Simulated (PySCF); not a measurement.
## A computed series MSF

Computed with PySCF 2.14.0, PBE0, def2-SVP on the ligands, density fitting, scalar-relativistic core potentials, no spin-orbit coupling, vacuum. Each member is relaxed from one template within its symmetry. Distances are means of the shortest metal–ligand contacts, charges and spins Mulliken's. lcecp potentials hold a fixed number of 4f electrons in the core, out of states, spins and gaps.

```tsv
metal	basis on the metal	point group	M–S (Å)	M–F (Å)	charge on M (e)	dipole (D)	strongest infrared band, degenerate modes summed (cm⁻¹)	unstable modes (below −25 cm⁻¹)
La	lcecp-1-SVP with ECP46	Cs	2.429	2.113	0.86	8.58	541	0
Pr	lcecp-1-SVP with ECP48	Cs	2.397	2.083	0.83	8.44	563	0
Sm	lcecp-1-SVP with ECP51	Cs	2.363	2.045	0.82	8.35	568	0
Er	lcecp-1-SVP with ECP57	Cs	2.311	1.976	0.79	8.00	584	0
Lu	lcecp-1-SVP with ECP60	Cs	2.293	1.955	0.76	7.74	599	0
Bi	def2-SVP with ECP60	Cs	2.305	2.051	0.80	4.17	563	0
```

What does the calculation give for Tb, lcecp-1-SVP with ECP54?

point group: Cs, M–S (Å): 2.336, M–F (Å): 2.010, charge on M (e): 0.81, dipole (D): 8.22, strongest infrared band, degenerate modes summed (cm⁻¹): 572, unstable modes (below −25 cm⁻¹): 0.
```xyz
3

Tb   -0.1816    0.0000   -0.4146
S     1.7940    0.0000    0.8315
F    -1.8311    0.0000    0.7342
```

From La to Lu the M–S distance shrinks by 0.14 Å, the lanthanide contraction.

One start shape was tried for each, so a minimum needn't be the lowest isomer.
